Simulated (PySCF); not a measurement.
## Magnetic susceptibility: `C#C[BH][GeH2][BH]C1CC1`, C5H10B2Ge

Molfile (atoms numbered from 1):
```
C5H10B2Ge
     RDKit          3D

 18 18  0  0  0  0  0  0  0  0999 V2000
    2.8098    1.9420    0.1946 C   0  0  0  0  0  0  0  0  0  0  0  0
    2.6697    0.8077   -0.1991 C   0  0  0  0  0  0  0  0  0  0  0  0
    2.4533   -0.5950   -0.6567 B   0  0  0  0  0  0  0  0  0  0  0  0
    0.7937   -1.5775   -0.0714 Ge  0  0  0  0  0  4  0  0  0  0  0  0
   -0.7534   -1.1942   -1.3012 B   0  0  0  0  0  0  0  0  0  0  0  0
   -1.7429   -0.0549   -1.0309 C   0  0  0  0  0  0  0  0  0  0  0  0
   -1.2934    1.1645   -0.2351 C   0  0  0  0  0  0  0  0  0  0  0  0
   -2.2396    0.2171    0.3843 C   0  0  0  0  0  0  0  0  0  0  0  0
    2.9449    2.9313    0.5271 H   0  0  0  0  0  0  0  0  0  0  0  0
    3.2155   -1.0670   -1.4103 H   0  0  0  0  0  0  0  0  0  0  0  0
    1.0680   -3.0577    0.0242 H   0  0  0  0  0  0  0  0  0  0  0  0
    0.4847   -1.2637    1.3731 H   0  0  0  0  0  0  0  0  0  0  0  0
   -0.8525   -1.7982   -2.3014 H   0  0  0  0  0  0  0  0  0  0  0  0
   -2.4842    0.1735   -1.7926 H   0  0  0  0  0  0  0  0  0  0  0  0
   -0.2720    1.1784    0.1199 H   0  0  0  0  0  0  0  0  0  0  0  0
   -1.6556    2.1277   -0.5630 H   0  0  0  0  0  0  0  0  0  0  0  0
   -3.2750    0.5043    0.4929 H   0  0  0  0  0  0  0  0  0  0  0  0
   -1.8796   -0.4319    1.1692 H   0  0  0  0  0  0  0  0  0  0  0  0
  1  2  3  0
  2  3  1  0
  3  4  1  0
  4  5  1  0
  5  6  1  0
  6  7  1  0
  7  8  1  0
  8  6  1  0
  1  9  1  0
  3 10  1  0
  4 11  1  0
  4 12  1  0
  5 13  1  0
  6 14  1  0
  7 15  1  0
  7 16  1  0
  8 17  1  0
  8 18  1  0
M  END
```

Computed, not measured: GIAO OPBE/STO-3G magnetisability, rotational g tensor and spin-rotation constants, non-relativistic, gas phase (PySCF). Geometry: GFN2-xTB.

The calculation is non-relativistic, which matters for the atoms heavier than Zn.

Q: How diamagnetic is it, and how anisotropic?

A: Isotropic -1419 × 10⁻³⁰ J/T², or -85.4 × 10⁻⁶ cm³/mol; principal values -1648, -1505, -1103 × 10⁻³⁰ J/T², anisotropy 490 × 10⁻³⁰ J/T² (root of half the summed squared differences of the principal values). The susceptibility is in cgs units.

Q: Split it along the inertial axes a, b, c into diamagnetic and paramagnetic parts about the centre of mass, with the quadrupole moment.

A: 
| axis | χ (10⁻⁶ cm³/mol) | diamagnetic (10⁻⁶ cm³/mol) | paramagnetic (10⁻⁶ cm³/mol) | summed x² of all electrons (Å²) | quadrupole Θ (D Å) |
| --- | --- | --- | --- | --- | --- |
| a | -90.7 | -806.6 | 715.9 | 245.9 | -0.58 |
| b | -77.8 | -1210.9 | 1133.1 | 150.6 | +4.39 |
| c | -87.8 | -1682.3 | 1594.5 | 39.5 | -3.81 |

Anisotropies 2χaa − χbb − χcc = -15.8 and 2χbb − χaa − χcc = +22.9 × 10⁻⁶ cm³/mol. Θ is traceless in Buckingham's convention.

Q: And the rotational g tensor?

A: 
| axis | rotational constant (GHz) | g | nuclear part | electronic part |
| --- | --- | --- | --- | --- |
| a | 1.6826 | -0.0058 | 0.5601 | -0.5659 |
| b | 1.0759 | -0.0117 | 0.5610 | -0.5727 |
| c | 0.7383 | -0.0029 | 0.5502 | -0.5531 |

Asymmetric top; isotopes 11B, 12C, 74Ge, 1H; no vibrational averaging.
